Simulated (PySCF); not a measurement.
## C₆ coefficients of unlike pairs at PBE

Calculated with PySCF 2.14 from the dipole response of each species, C₆(A,B) = (3/π) ∫ α_A(iu) α_B(iu) du, in atomic units, from isotropic polarisabilities. For ions this is the dispersion term alone; charge-induced terms of lower order in 1/R come first.

| species | configuration | basis | relativity | α (bohr³) | C₆ (like pair) |
| --- | --- | --- | --- | --- | --- |
| Sn²⁺ | [Kr] 4d10 5s2 (1S) | aug-cc-pVQZ-DK3 (9s8p6d3f2g) | spin-free X2C | 14.86 | 80.72 |
| Si²⁺ | [Ne] 3s2 (1S) | aug-cc-pCVTZ-DK with one added diffuse shell each of s, p, d, f type (9s8p6d4f) | spin-free X2C | 11.56 | 39.48 |
| I³⁺ | [Kr] 4d10 5s2 5p2 (3P) | aug-cc-pVQZ-DK3 (9s8p6d3f2g) | spin-free X2C | 10.06 | 55.22 |
| S³⁺ | [Ne] 3s2 3p1 (2P) | dyall-av3z (19s12p3d2f) | spin-free X2C | 5.266 | 13.89 |

(1) Estimate C₆ for S³⁺ with Si²⁺.

No spin-orbit coupling is included.

The other pairs:

```
      pair     C₆
 I³⁺, Sn²⁺  66.00
Si²⁺, Sn²⁺  55.68
  S³⁺, I³⁺  27.60
 S³⁺, Sn²⁺  33.22
 I³⁺, Si²⁺  44.54
```

## Answers

(1) The integral gives 22.68. The combination rule 2 C_A C_B / (C_A α_B/α_A + C_B α_A/α_B) gives 22.62 and the geometric mean 23.42.
